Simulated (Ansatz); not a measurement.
# Which isomer of H4SeSi2 gives these data?

These gas-phase data were calculated for one isomer of H4SeSi2 at B3LYP/6-31G* (harmonic, unscaled wavenumbers; equilibrium rotational constants with average atomic masses):

| Quantity | Value |
| --- | --- |
| rotational constants | 5.405, 3.391, 2.193 GHz |
| all wavenumbers above 1500 cm⁻¹ | 2274, 2266, 2252, 2249 |
| dipole moment | 1.47 D (PBE0/def2-TZVPD) |

Candidates:

(1) `[SiH3][SiH]=[Se]`, a singlet
(2) `[SiH2]1[SiH2][Se]1`, a singlet

Q: Which candidate do the data belong to? Where the bands don't settle it, estimate the moments of inertia from typical bond lengths.

A: Candidate (2). The rotational constants decide: (1) would give 15.39, 1.334, 1.246 GHz.

The same quantities for all candidates:

```tsv
	rotational constants (GHz)	wavenumbers above 1500 cm⁻¹	dipole (D)	E above the lowest, B3LYP/6-31G* (kcal/mol)
(1)	15.39, 1.334, 1.246	2280, 2247, 2236, 2197	2.85	9.4
(2)	5.405, 3.391, 2.193	2274, 2266, 2252, 2249	1.47	0.0
```

Harmonic stretches to hydrogen usually lie a few per cent above observed fundamentals. Programs: Ansatz 0.2.0.
